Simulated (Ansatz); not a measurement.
Reaction (ligand exchange at the Si–N bond): `C[SiH2]/N=C/F` + dimethylamine → `C[SiH2]N(C)C` + `N=CF`

Program: Ansatz. Geometries: PBE0-D4/def2-TZVP. ΔE: electronic, gas phase. CCSD(T)/CBS adds triple-zeta CCSD(T) − MP2 to the extrapolated MP2 energy (def2 sets, frozen cores). This one scheme is used for every species. Functionals use def2-TZVPP. Each species was taken in one conformer, which may not be the lowest.

```
        species  BHLYP energy (Eh)
`C[SiH2]/N=C/F`         -523.91608
          `CNC`         -135.12884
 `C[SiH2]N(C)C`         -465.16737
         `N=CF`         -193.87196
```

**Question.** Work out ΔE.

**Answer.** ΔE = (-465.16737) + (-193.87196) − (-523.91608) − (-135.12884) = 0.00559 Eh = +14.7 kJ/mol. CCSD(T)/CBS gives +6.2 kJ/mol.

Largest T1 diagnostic among the species: 0.013.

The D4 term adds −7.9 kJ/mol with B3LYP and −4.5 kJ/mol with PBE0; it sums over pairs of atoms, weighted by their polarisabilities, and B3LYP, whose exchange is more repulsive, gets the larger term. In def2-TZVPP, CCSD(T) changes the Hartree–Fock value by −12.6 kJ/mol (the triples alone add −1.0 kJ/mol) and MP2 by −11.4 kJ/mol. At CCSD(T), def2-SVP lies −5.0 kJ/mol from the extrapolated value and def2-TZVPP −0.9 kJ/mol.

B3LYP here is the variant with VWN-RPA as its local correlation; programs differ in this.
